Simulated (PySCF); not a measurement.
Bond stretch in SMILES [F][Be][F] (BeF2). The Be1–F3 bond (Be1 also carries F; F3 carries nothing else) is pulled apart rigidly from the PBE0/def2-TZVP optimised geometry.

Methods: RHF/6-31G (PySCF); UKS-M06-2X = PySCF with unrestricted M06-2X/6-31G; RCCSD = CCSD on RHF/6-31G, 2 core orbitals frozen in PySCF; UCCSD(T) = CCSD(T) on UHF/6-31G, 2 core orbitals frozen (PySCF 2.14.0).

Energies relative to the lowest point of each curve near equilibrium, in kcal/mol:

```csv
R / Å,RHF,UKS-M06-2X,RCCSD
1.04,111.7,110.8,117.5
1.16,37.5,37.1,41.3
1.25,12.0,11.8,14.2
1.35,1.0,0.9,1.7
1.41,0.0,0.0,0.0
1.46,1.4,1.4,0.8
1.51,4.4,4.3,3.2
1.87,45.9,44.8,40.8
2.08,73.3,71.3,65.8
2.28,97.3,94.1,87.3
2.74,142.2,131.1,124.0
3.68,200.5,154.5,152.7
```

What does UCCSD(T) give at the same points?

1.04: 117.8; 1.16: 41.5; 1.25: 14.4; 1.35: 1.8; 1.41: 0.0; 1.46: 0.8; 1.51: 3.1; 1.87: 40.2; 2.08: 64.9; 2.28: 86.7; 2.74: 121.7; 3.68: 145.0 (kcal/mol).

The restricted form behind RHF keeps the bonding electrons paired and can't separate into open-shell fragments. The unrestricted determinant behind UKS-M06-2X is spin-contaminated at 2.46 to 4.84 Å (<S²> up to 1.0, against 0.00 for a pure singlet). The T1 diagnostic of CCSD on the restricted reference of RCCSD exceeds 0.045 at 2.74 to 4.84 Å. The unrestricted determinant behind UCCSD(T) is spin-contaminated at 2.28 to 4.84 Å (<S²> up to 1.0, against 0.00 for a pure singlet).
